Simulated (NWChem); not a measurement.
System: Si$_{2}$H$_{5}$F; SMILES F[SiH2][SiH3]

Parts of the log:

```
             Northwest Computational Chemistry Package (NWChem) 7.3.0
             --------------------------------------------------------

 CS  symmetry detected

                             Geometry "geometry" -> ""
                             -------------------------

 Output coordinates in angstroms (scale by  1.889725989 to convert to a.u.)

  No.       Tag          Charge          X              Y              Z
 ---- ---------------- ---------- -------------- -------------- --------------
    1 Si                  14.0000    -0.20666750    -1.52009695     0.00000000
    2 Si                  14.0000     0.55927419     0.70335544     0.00000000
    3 F                    9.0000    -0.73598719     1.71987852     0.00000000
    4 H                    1.0000     0.98767140    -2.43888652     0.00000000
    5 H                    1.0000    -1.03409288    -1.79474758    -1.22585488
    6 H                    1.0000    -1.03409288    -1.79474758     1.22585488
    7 H                    1.0000     1.38395277     0.99192809     1.22512318
    8 H                    1.0000     1.38395277     0.99192809    -1.22512318

 Effective nuclear repulsion energy (a.u.)     150.1031787134

      Symmetry information
      --------------------

 Group name             Cs
 Group number              2
 Group order               2
 No. of unique centers     6

  pbe96 is a nonlocal functional; adding pw91lda local functional.

                                 NWChem DFT Module
                                 -----------------

 Summary of "ao basis" -> "ao basis" (spherical)
 ------------------------------------------------------------------------------
       Tag                 Description            Shells   Functions and Types
 ---------------- ------------------------------  ------  ---------------------
 Si                          6-31g*                  8       18   4s3p1d
 F                           6-31g*                  6       14   3s2p1d
 H                           6-31g*                  2        2   2s

      Symmetry analysis of basis
      --------------------------

        a'         42
        a"         18

            General Information
            -------------------
          SCF calculation type: DFT
          Wavefunction type:  closed shell.
          No. of atoms     :     8
          No. of electrons :    42
           Alpha electrons :    21
            Beta electrons :    21
          Charge           :     0
          Spin multiplicity:     1
          Use of symmetry is: on ; symmetry adaption is: on
          Maximum number of iterations: 150
          AO basis - number of functions:    60
                     number of shells:    32
          Convergence on energy requested:  1.00D-06
          Convergence on density requested:  1.00D-05
          Convergence on gradient requested:  5.00D-04

              XC Information
              --------------
                     Hartree-Fock (Exact) Exchange  1.000
                     LC-wPBE(h)Exchange Functional  1.000
            Perdew 1991 LDA Correlation Functional  1.000 local
           PerdewBurkeErnz. Correlation Functional  1.000 non-local

           Range-Separation Parameters
           ---------------------------
           Alpha           :  0.00
           Beta            :  1.00
           Gamma           :  0.35
           Short-Range HF  :     F

             Grid Information
             ----------------
          Grid used for XC integration:  medium
          Radial quadrature: Mura-Knowles
          Angular quadrature: Lebedev.
          Tag              B.-S. Rad. Rad. Pts. Rad. Cut. Ang. Pts.
          ---              ---------- --------- --------- ---------
          Si                  1.10       88          10.0       590
          F                   0.50       49          11.0       434
          H                   0.35       45          11.0       434
          Grid pruning is: on
          Number of quadrature shells:   360
          Spatial weights used:  Erf1

      Superposition of Atomic Density Guess
      -------------------------------------

 Sum of atomic energies:        -679.49810976

      Non-variational initial energy
      ------------------------------

 Total energy =    -680.074076
 1-e energy   =   -1241.656852
 2-e energy   =     411.479598
 HOMO         =      -0.316160
 LUMO         =       0.019826

      Symmetry analysis of molecular orbitals - initial
      -------------------------------------------------

  Numbering of irreducible representations:

     1 a'          2 a"

  Orbital symmetries:

     1 a'          2 a'          3 a'          4 a'          5 a'
     6 a"          7 a'          8 a'          9 a'         10 a"
    11 a'         12 a'         13 a'         14 a'         15 a"
    16 a'         17 a'         18 a"         19 a'         20 a"
    21 a'         22 a'         23 a"         24 a'         25 a'
    26 a'         27 a'         28 a"         29 a'         30 a"
    31 a'

   convergence    iter        energy       DeltaE   RMS-Dens  Diis-err
 ---------------- ----- ----------------- --------- --------- ---------
 d= 0,ls=0.0,diis     1   -681.4586594075 -8.32D+02  1.48D-02  5.21D-01
 d= 0,ls=0.0,diis     2   -681.4843150572 -2.57D-02  5.71D-03  5.00D-01
 d= 0,ls=0.0,diis     3   -681.5224985572 -3.82D-02  1.16D-03  8.12D-03
 d= 0,ls=0.0,diis     4   -681.5233357804 -8.37D-04  2.53D-04  1.66D-04
 d= 0,ls=0.0,diis     5   -681.5233694994 -3.37D-05  9.81D-05  6.98D-06
  Resetting Diis
 d= 0,ls=0.0,diis     6   -681.5233723063 -2.81D-06  1.32D-05  1.23D-07
 d= 0,ls=0.0,diis     7   -681.5233723550 -4.87D-08  3.56D-06  8.23D-09

         Total DFT energy =     -681.523372355002
      One electron energy =    -1243.940131604375
           Coulomb energy =      466.172842642969
    Exchange-Corr. energy =      -53.859262106974
 Nuclear repulsion energy =      150.103178713378

 Numeric. integr. density =       42.000000043356

[...]
```

Level: LC-wPBE (HJS exchange hole, range parameter 0.35 per bohr)/6-31G* (spherical d), vertical spin-unrestricted ions. All runs use the structure optimised with PBE-D3(BJ)/def2-SVP.

Reconstruct the input file.

This is not unique; one that fits is the input that was run:
```
start job
memory heap 200 mb stack 900 mb global 1100 mb
geometry units angstroms noautoz
  Si    -0.196719    -1.501382    -0.002778
  Si     0.506834     0.742590    -0.005944
  F     -0.816175     1.722533     0.013552
  H      1.022669    -2.386445    -0.022231
  H     -1.032997    -1.795408    -1.218088
  H     -0.999170    -1.802669     1.233379
  H      1.338771     1.050912     1.209421
  H      1.307376     1.057257    -1.240616
end
basis spherical
  Si library 6-31g*
  F library 6-31g*
  H library 6-31g*
end
dft
  xc xwpbe 1.00 cpbe96 1.0 hfexch 1.00
  cam 0.35 cam_alpha 0.0 cam_beta 1.0
  iterations 150
  vectors input atomic output neutral.movecs
end
task dft energy
charge 1
dft
  odft
  mult 2
  vectors input atomic output cation.movecs
end
task dft energy
```
